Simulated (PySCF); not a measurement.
B3LYP has the VWN-RPA correlation part, as in Gaussian. 

Cartesian coordinates (Å):
```xyz
7

Hf     0.0757     0.0799     0.0027
N      0.1888     1.1121    -1.7101
H      0.6460     0.7781    -2.5605
H     -0.1848     2.0455    -1.8928
H      1.8097    -0.4376     0.4362
H     -0.9048    -1.4512    -0.3864
H     -0.7278     1.1097     1.3328
```
Charge 0, multiplicity 1.

Problem. Predict the total energy, LUMO, HOMO, charge on the central atom (Mulliken), dipole moment and HOMO–LUMO gap from B3LYP-D3(BJ)/def2-TZVP // r2SCAN-D4/def2-SVP (PySCF).

Solution. 
| Property | Result |
|---|---|
| total energy | -105.8146 Ha |
| LUMO | -1.77 eV |
| HOMO | -7.65 eV |
| charge on the central atom (Mulliken) | 0.93 e |
| dipole moment | 2.09 D |
| HOMO–LUMO gap | 5.87 eV |
